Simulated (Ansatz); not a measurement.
Job for Ansatz (an electronic-structure program): R-wB97M-V/def2-TZVPP on BrGeH3O (SMILES [OH][GeH2][Br]), a point of a torsion scan.

Ansatz 0.2 input:
```yaml
crystal:
  periodic: [false, false, false]
  atoms:
    - {symbol: O, position_ang: [1.25739310, 0.20312150, -0.44777685]}
    - {symbol: Ge, position_ang: [-0.31703314, -0.31262996, 0.04878883]}
    - {symbol: Br, position_ang: [-1.76378752, 0.57668810, -1.44462542]}
    - {symbol: H, position_ang: [1.81876411, 0.72572770, 0.11805296]}
    - {symbol: H, position_ang: [-0.65509659, 0.20647388, 1.42612743]}
    - {symbol: H, position_ang: [-0.34946853, -1.80625229, -0.10051397]}
basis:
  gaussian:
    orbitals: def2-TZVPP
hamiltonian:
  xc: {name: wB97M-V}
scf: {lower_state_search: off}
```

Output:

```
WARN ansatz: RAYON_NUM_THREADS=1 ignored (pool sized by the plan → 1); use --threads N
Functional definition: wB97M-V
these checks for a lower state are left out or cut short: stability, starts, cluster_reference, orbital_swaps, neighbouring_geometries, increment
integrals: 0.13 GiB planned
1122 factors; their error is unknown
integrals: 0.16 GiB planned
201 factors; integrals over basis functions are off by at most 3.4e-5 eV
mean field: 1.13 GiB planned
mean field evaluation 1: about -128650.8301 eV, gradient 5.1e1 eV
mean field evaluation 2: about -128648.8723 eV, gradient 6.3e1 eV
mean field evaluation 4: about -128654.8482 eV, gradient 1.3e0 eV
mean field evaluation 8: about -128655.2637 eV, gradient 7.9e-2 eV
mean field evaluation 16: about -128655.2637 eV, gradient 1.3e-5 eV
mean field -128655.26370034 eV, -4727.9937353175 hartree, gradient 3.4e-6 eV, S^2 0.000000; 0 other end points of the search recorded, 0 dependent functions left out
reference -128655.26373972 eV, -4727.9937367647 hartree; 39, 39 occupied and 130, 130 virtual orbitals, 1122 factors
Total energy: -128655.26373972 eV, -4727.9937367647 hartree
Checks for a lower state left out: stability, starts, cluster_reference, orbital_swaps, neighbouring_geometries, increment
```

Self-consistency was reached.

Cost: around 6 core-seconds (rough).
